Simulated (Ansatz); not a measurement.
Cost and result for the atomization energy of `CC[Si](N)(O)F` (14 atoms, 13 bonds).

Z-matrix (Å, degrees):
```
C
C 1 1.527
H 1 1.093 2 111.3
H 1 1.093 2 111.6 3 120.1
H 1 1.093 2 111.3 3 -119.8
Si 2 1.852 1 113.8 3 59.5
H 2 1.095 1 110.6 3 -178.9
H 2 1.096 1 110.5 3 -62.1
O 6 1.634 2 106.0 1 177.5
N 6 1.705 2 118.1 1 -58.4
F 6 1.602 2 108.0 1 58.0
H 9 0.959 6 116.4 2 172.4
H 10 1.006 6 122.2 2 -62.7
H 10 1.006 6 120.8 2 90.2
```

Total charge 0; spin multiplicity 1. The geometry is a stationary point of PBE0-D4/def2-TZVP. It is one conformer, not always the lowest. Program: Ansatz. All runs use 2 threads of an AMD EPYC 7R13 on a shared host and a share of an NVIDIA H100 80 GB. Times are those of one run each, without the atoms' runs, and a repeat can differ threefold. Electronic energies, without spin–orbit coupling; frozen cores. CCSD(T)/CBS adds CCSD(T) − MP2 in def2-TZVPP to the MP2 limit, and its time is that of the two runs behind it. T1 = 0.010. B3LYP takes the VWN-RPA correlation (the form of Gaussian; ORCA's B3LYP/G).

CCSD(T)/CBS is a level of theory with its own doubt, some kJ/mol a heavy atom from the limit and from the frozen cores, so smaller differences don't rank the functionals.

| level | functions | wall time | atomization (kcal/mol) | difference from CCSD(T)/CBS | per bond |
| --- | --- | --- | --- | --- | --- |
| r2SCAN-D4/def2-TZVPP (with forces) | 309 | 13 s | 1325.0 | -4.4 | -0.3 |
| B3LYP-D4/def2-TZVPP (with forces) | 309 | 15 s | 1324.2 | -5.2 | -0.4 |
| PBE-D4/def2-TZVPP (with forces) | 309 | 15 s | 1343.5 | 14.1 | 1.1 |
| PBE0-D4/def2-TZVPP | 309 | 18 s | 1321.3 | -8.1 | -0.6 |
| B2PLYP/def2-TZVPP | 309 | 20 s | 1312.3 | -17.1 | -1.3 |
| ωB97X-V/def2-TZVPP | 309 | 20 s | 1328.5 | -0.9 | -0.1 |
| MP2/def2-QZVPP | 595 | 21 s | 1338.1 | 8.7 | 0.7 |
| CCSD(T)/def2-TZVPP | 309 | 23 s | 1292.6 | -36.8 | -2.8 |
| ωB97M-V/def2-TZVPP (with forces) | 309 | 25 s | 1330.5 | 1.1 | 0.1 |
| CCSD(T)/CBS(def2) | – | 44 s | 1329.4 | 0.0 | 0.0 |

The D4 term adds +11.1 kcal/mol with B3LYP and +5.9 kcal/mol with PBE0; it sums over pairs of atoms, weighted by their polarisabilities, and B3LYP, whose exchange is more repulsive, gets the larger term. From PBE to PBE0 (25 % exact exchange), in def2-TZVPP and without D4, the atomization energy moves by −21.2 kcal/mol: exact exchange takes away binding that semilocal exchange gives to molecules. In def2-TZVPP, CCSD(T) changes the Hartree–Fock value by +322.8 kcal/mol (the triples alone add +17.2 kcal/mol) and MP2 by +346.2 kcal/mol; breaking electron pairs costs correlation energy, which Hartree–Fock lacks.
